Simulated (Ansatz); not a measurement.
```yaml
crystal:
  periodic: [false, false, false]
  atoms:
    - {symbol: Si, position_ang: [-0.449004, -0.456744, -0.264062]}
    - {symbol: As, position_ang: [0.988781, 0.189595, 1.107965]}
    - {symbol: H, position_ang: [-1.930066, -0.613476, 0.249740]}
    - {symbol: H, position_ang: [-0.062763, -1.727062, -0.901459]}
    - {symbol: H, position_ang: [-0.674645, 0.499714, -1.591648]}
    - {symbol: H, position_ang: [0.517958, 1.678577, 1.104922]}
    - {symbol: H, position_ang: [1.973870, 0.375462, 0.186290]}
basis:
  gaussian: {orbitals: cc-pVTZ}
hamiltonian: {xc: {name: wB97X}, pseudopotentials: {relativity: scalar}}
smearing: {width: 0.1}
```

```sh
$ ansatz run in.yaml --threads 4 --pin off --events-out ev --progress --plain --max-ram 10444MiB
```

Shortened log:

```
Error: YAML parse error: error: line 14 column 1: unknown field `smearing`, expected one of crystal, accuracy, basis, kpoints, hamiltonian, magnetization, projection, total_charge, correlation, batch, efield, external_charges, scf, relax, neb, saddle, md, ramp, phonons, dielectric, real_time, elastic, magnetic_configurations, gw, evaluate, workflow, output, checkpoint, execution
  --> <input>:14:1
   |
12 |   gaussian: {orbitals: cc-pVTZ}
13 | hamiltonian: {xc: {name: wB97X}, pseudopotentials: {relativity: s…
14 | smearing: {width: 0.1}
   | ^ unknown field `smearing`, expected one of crystal, accuracy, basis, kpoints, hamiltonian, magnetization, projection, total_charge, correlation, batch, efield, external_charges, scf, relax, neb, saddle, md, ramp, phonons, dielectric, real_time, elastic, magnetic_configurations, gw, evaluate, workflow, output, checkpoint, execution
```

Q: Something in this input is off. What?

A: The input holds a key that doesn't belong there. The program refused the input.
